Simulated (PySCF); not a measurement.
**Excitation energies in several basis sets**

Species: C3H8O2Si.
SMILES: `C=CC[SiH](O)O`

TDDFT with PBE0 (PySCF), vertical singlets, core orbitals frozen in the response, spherical d and f functions. Geometry: PBE0-D3(BJ)/def2-SVP, one conformer, isolated molecule.

Question: How do the low singlets change with the basis? Take 6-31G*, 6-31+G*, def2-SVP, aug-cc-pVDZ and def2-TZVP.

Answer: 

| basis | functions | diffuse | S1 (eV) | S2 (eV) | S3 (eV) | S4 (eV) | S5 (eV) | LUMO (eV) | α (au) |
| --- | --- | --- | --- | --- | --- | --- | --- | --- | --- |
| 6-31G* | 104 | no | 6.99 | 7.68 | 7.94 | 8.02 | 8.08 | 0.39 | 56.6 |
| 6-31+G* | 128 | yes | 6.37 | 6.44 | 6.83 | 7.11 | 7.28 | -0.22 | 66.2 |
| def2-SVP | 128 | no | 6.85 | 7.66 | 7.78 | 7.88 | 8.15 | 0.10 | 58.9 |
| aug-cc-pVDZ | 214 | yes | 6.21 | 6.35 | 6.64 | 6.84 | 6.95 | -0.30 | 72.1 |
| def2-TZVP | 240 | no | 6.58 | 7.08 | 7.54 | 7.68 | 7.75 | -0.13 | 67.0 |

States are compared by their number. Against the largest diffuse basis here (aug-cc-pVDZ, itself not a converged limit), sets without diffuse functions differ by up to 0.79 eV in S1 and 1.20 eV in S5; the smaller diffuse sets differ by up to 0.16 and 0.33 eV. Every set without diffuse functions puts S1 more than 0.3 eV higher, so even the lowest state needs them here. State by state, the largest deviation of a set without diffuse functions is S1 0.79, S2 1.33, S3 1.30, S4 1.18, S5 1.20 eV. The same number needn't mean the same state in each row. Against aug-cc-pVDZ the polarisability deviates by -22% in 6-31G*, -8% in 6-31+G*, -18% in def2-SVP, -7% in def2-TZVP. A single + in a Pople set puts diffuse functions on heavy atoms only.
